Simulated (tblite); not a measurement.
A structure optimised at GFN2-xTB (Å):
```
C 
C   1  1.5292
C   2  1.4895  1  110.90
C   3  1.4088  2  128.66  1    74.11
C   4  1.3574  3  110.34  2  -178.31
Si  5  1.8696  4  134.30  3  -179.44
O   5  1.3683  4  107.15  3     0.10
C   7  1.3473  5  107.53  4     0.11
H   1  1.0873  2  110.40  3  -179.27
H   1  1.0877  2  110.35  3    60.61
H   1  1.0876  2  110.21  3   -59.05
H   2  1.0918  1  109.78  3  -120.72
H   2  1.0924  1  109.31  3   120.57
H   6  1.4619  5  106.98  4    -7.40
H   6  1.4639  5  108.94  4  -127.70
H   6  1.4654  5  109.39  4   112.58
H   8  1.0732  3  130.85  2    -2.09
```
Z-matrix in Å and degrees, rows numbered from 1.

Doublet state.

Q: Which heavy atoms are bonded, and with what formal order?

A: C1–C2 (single); C2–C3 (single); C3–C4 (aromatic); C4–C5 (aromatic); C5–Si6 (single); C5–O7 (aromatic); O7–C8 (aromatic); C3–C8 (aromatic). Hydrogens: H9, H10, H11 on C1; H12, H13 on C2; H14, H15, H16 on Si6; H17 on C8. The orders are those of one drawing; other resonance forms can be drawn.

Q: Write the SMILES.

A: `CCc1[c]c([SiH3])oc1`, C6H9OSi.

Q: What is the point group of this geometry?

A: C1 (no symmetry element, even within 0.4 Å).

Q: Which rings does it hold?

A: C3–C4–C5–O7–C8 (5 members, 0.00 Å rms from planarity).

Q: Classify the heavy atoms.

A: C1: carbon bonded to C and 3 H; C2: carbon bonded to 2 C and 2 H; C3: carbon bonded to 3 C; C4: carbon bonded to 2 C; C5: carbon bonded to C, O and Si; Si6: silicon bonded to C and 3 H; O7: oxygen bonded to 2 C; C8: carbon bonded to C, O and H.

Q: What is the arrangement about C1?

A: It has 4 neighbours (C2, H9, H10, H11) and is tetrahedral (angles from 108.4° to 110.4°).

Q: What is the arrangement about C4?

A: It has 2 neighbours (C3, C5) and is bent (angle 110.3°).

All values are computed, not measured.
